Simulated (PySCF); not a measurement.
heptane (C7H16), SMILES C(CCCCC)C.

Coordinates come from a B3LYP-D3(BJ)/def2-SVP optimisation. Other conformers were not sampled.

The numbers are results of ωB97X/def2-SVP in PySCF, not measurements.

Gas-phase values at a fixed geometry.

| Quantity | Value |
|---|---|
| total energy | -276.12729 hartree |
| point group | C2v |
| highest occupied level | -11.06 eV |
| lowest empty level | 3.91 eV |
| orbital gap | 14.97 eV |
| dipole moment | 0.05 D |
| quadrupole, principal values (traceless, Buckingham form, about the centre of nuclear charge) | -0.76, -0.53, 1.29 D·Å |
| mean static polarisability | 79.3 bohr³ (11.75 Å³) |
| polarisability, principal values | 70.1, 72.9, 94.8 bohr³ |
